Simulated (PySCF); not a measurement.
PBE on Ru⁻ (ruthenium, charge -1), [Kr] 4d7 5s2, high-spin 4F determinant. All numbers are calculated (PySCF 2.14, scalar relativity through the core potential, in aug-cc-pVTZ-PP with ECP28MDF (6s6p5d3f2g, 88 functions)).

```
cycle= 1 E= -94.5383370072205  delta_E= -0.0226  |g|= 0.0877  |ddm|= 1.56
cycle= 2 E= -94.5339128705792  delta_E= 0.00442  |g|= 0.141  |ddm|= 0.396
cycle= 3 E= -94.5403070102925  delta_E= -0.00639  |g|= 0.0275  |ddm|= 0.336
cycle= 4 E= -94.5409612077704  delta_E= -0.000654  |g|= 0.00111  |ddm|= 0.0976
cycle= 5 E= -94.5409620739103  delta_E= -8.66e-07  |g|= 0.000225  |ddm|= 0.00858
cycle= 6 E= -94.5409621577469  delta_E= -8.38e-08  |g|= 1.46e-05  |ddm|= 0.0013
cycle= 7 E= -94.5409621580636  delta_E= -3.17e-10  |g|= 4.95e-07  |ddm|= 8.46e-05
converged SCF energy = -94.5409621580636  <S^2> = 3.7882166  2S+1 = 4.0190629
```

Highest occupied orbital energy: 1.206 eV; ⟨L²⟩ = 12.03; populations by l: s 4.00, p 6.00, d 7.00, f 0.00.

(1) Can this result be used?

Answers

(1) With care. The calculation finished and met its thresholds. Energies and moments cover only the electrons outside the core potential. At PBE the highest occupied level has a positive energy, so only the finite basis holds that electron; in a semilocal or global hybrid functional this comes from self-interaction and does not mean that the real anion is unbound.
